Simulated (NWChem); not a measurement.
System: BHSeF₂; SMILES FB(F)[SeH]

```xyz
5

B      0.0047    -0.9491     0.0000
F      1.1359    -1.6238     0.0000
F     -1.1272    -1.6234     0.0000
Se     0.0601     0.9899     0.0000
H     -1.4037     1.1153     0.0000
```
Atoms are numbered in this order, from 1.

Results from NWChem. Coordinates come from a PBE0/def2-SVP optimisation. Vzz is the largest principal value of the second derivative of the potential at the nucleus (NWChem prints the opposite sign); η is the asymmetry. Non-relativistic.

For level Hartree-Fock/cc-pVTZ:

Vzz B1 (a.u.): 0.353
Vzz Se4 (a.u.): 3.721

Question: What are these values for level PBE/def2-TZVP?

Answer: The vzz B1 (a.u.) comes out as 0.255 and the vzz Se4 (a.u.) is -3.515.
